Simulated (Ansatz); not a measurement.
Born–Oppenheimer molecular dynamics of C3H11B (15 atoms, charge 0, multiplicity 1). It starts from a rough guess of a transition structure, not a stationary point.

The calculation used UKS B3LYP-D4/6-31G (Ansatz).

* ensemble: NVE (velocity Verlet)
* time step: 0.5 fs
* steps asked: 150
* starting velocities drawn for: 300 K
* seed: 952676

First frame:

```xyz
15
Properties=species:S:1:pos:R:3
B -0.107 0.305 -0.025
C 1.310 -0.761 0.509
C -0.266 0.287 -1.617
C -1.360 0.121 0.951
H 1.024 0.615 0.475
H 0.674 1.534 0.390
H 0.964 -1.764 0.265
H 2.239 -0.618 -0.043
H 1.511 -0.756 1.579
H -0.969 1.038 -1.968
H -0.642 -0.674 -1.964
H 0.675 0.464 -2.134
H -1.826 -0.854 0.818
H -1.090 0.202 2.002
H -2.136 0.861 0.764
```

Problem. What does the run give?

Solution. The run went to its last step.

```json
{"steps done": "150", "time covered": "75 fs", "mean temperature over the second half": "991 K", "spread of the potential energy over the second half": "5.7 meV per atom", "mean potential energy of the second half above the start": "-77.4 meV per atom"}
```

The conserved energy stayed within 0.11 meV per atom of its start (net change 0.057 meV per atom), so the integration is sound. The system heated up, since it started high on the potential surface and ran downhill. A run of 0.075 ps of so small a system gives no equilibrium averages. The orbitals stay closed-shell, which can raise the energy where a bond breaks towards radicals; this wasn't checked here. Limits of this set-up: no polarisation functions.

Problem. What happens to the structure?

Solution. The step under study would form B1–H6, C2–H5 and break B1–C2, H5–H6. These pairs go: B1–H6 1.51 → 7.24 Å, C2–H5 1.41 → 8.71 Å, B1–C2 1.85 → 1.52 Å, H5–H6 0.99 → 0.78 Å. In the last frame they stand as before the step (other bonds may differ from the relaxed reactants and products). Also parted: B1–H5 1.28 → 7.61 Å. It ends as C3H9B + H2. Pairs count as bonded within 1.25 times the sum of covalent radii (0.12 Å more for H–H). The details hang on the random start.

Problem. How do temperature and energy run in time?

Solution. 
| time (fs) | T (K) | potential energy less start (eV) | conserved less start (meV/atom) |
| --- | --- | --- | --- |
| 0.0 | 300 | 0.000 | 0.00 |
| 6.0 | 283 | 0.029 | 0.06 |
| 12.0 | 660 | -0.606 | -0.01 |
| 18.0 | 825 | -0.882 | 0.09 |
| 24.0 | 902 | -1.012 | 0.02 |
| 30.0 | 1001 | -1.178 | 0.07 |
| 36.0 | 1048 | -1.256 | 0.04 |
| 42.0 | 1074 | -1.302 | -0.03 |
| 48.0 | 952 | -1.095 | 0.04 |
| 54.0 | 996 | -1.170 | -0.05 |
| 60.0 | 927 | -1.053 | 0.02 |
| 66.0 | 1004 | -1.183 | -0.01 |
| 72.0 | 1053 | -1.266 | -0.03 |

Run time: 8.2 min on 1 thread of AMD EPYC 7B13 (Zen 3), on a shared host, peak memory 0.19 GiB.
